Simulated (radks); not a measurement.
Effect of the nuclear size on the iron ion Fe+, [Ar] 3d6 4s1. Method: Dirac Kohn-Sham, BLYP, spin-unpolarised, spherical densities, finite nucleus; open shells fill j = l - 1/2 first; Fermi nuclear charge, rms radius 3.7377 fm; computed with a radial shooting solver on a logarithmic mesh with Libxc functionals. The rms radius is varied about that value; shifts are against it.

rms radius (fm)  total energy shift (eV)  density at nucleus (e/bohr^3)  1s1/2 shift (meV)  2s1/2 shift (meV)  2p1/2 shift (meV)  3s1/2 shift (meV)
3.3527                           -0.0217                      1.517e+04              -9.19             -0.830              0.085             -0.119
3.5845                          -0.00889                      1.513e+04              -3.77             -0.341              0.035             -0.049
3.7377                                 0                       1.51e+04              0.000              0.000              0.000              0.000
3.8947                           0.00948                      1.507e+04               4.02              0.363             -0.037              0.052
4.5151                            0.0506                      1.498e+04               21.5               1.94             -0.199              0.278

Slopes of the eigenvalues against <r^2> in GHz/fm^2, as finite differences over the two radii next to the reference (eigenvalue slopes, not the field-shift constants of lines): 1s1/2 812, 2s1/2 73.4, 2p1/2 -7.52, 3s1/2 10.5.
